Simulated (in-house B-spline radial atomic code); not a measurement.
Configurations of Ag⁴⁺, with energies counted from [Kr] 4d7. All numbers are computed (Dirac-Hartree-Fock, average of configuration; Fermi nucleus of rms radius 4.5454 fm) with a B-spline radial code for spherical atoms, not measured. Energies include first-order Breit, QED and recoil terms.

Occupations are held fixed; configurations that lie above the ionisation limit could autoionise.

| configuration | E - E(ref) (eV) | highest orbital | its <r> (bohr) |
| --- | --- | --- | --- |
| [Kr] 4d6 4f1 | 43.273 | 4f5/2 | 2.806 |
| [Kr] 4d6 7s1 | 51.563 | 7s1/2 | 6.71 |
| [Kr] 4d6 6g1 | 57.422 | 6g7/2 | 8.756 |
| [Kr] 4d6 7f1 | 59.238 | 7f5/2 | 11.98 |
| [Ar] 3d10 4s2 4p5 4d7 7s1 | 112.2 | 7s1/2 | 6.697 |
| [Ar] 3d10 4s2 4p5 4d7 7g1 | 120.6 | 7g7/2 | 12.64 |

Task: Order these further configurations by energy, lowest first.
A. [Kr] 4d6 5s1
B. [Ar] 3d10 4s2 4p5 4d7 8g1
C. [Kr] 4d6 8p1
D. [Ar] 3d10 4s2 4p5 4d7 8f1
E. [Ar] 3d10 4s2 4p5 4d7 5g1

Result: A (18.395 eV), C (57.468 eV), E (113.93 eV), D (121.72 eV), B (122.23 eV).

Task: How far above the reference does [Kr] 4d6 6p1 lie?

Result: 45.427 eV; its least bound orbital is 6p3/2 with <r> = 4.67 bohr.

Task: How far above the reference does [Ar] 3d10 4s2 4p5 4d7 6f1 lie?

Result: 116.94 eV; its least bound orbital is 6f5/2 with <r> = 8.223 bohr.
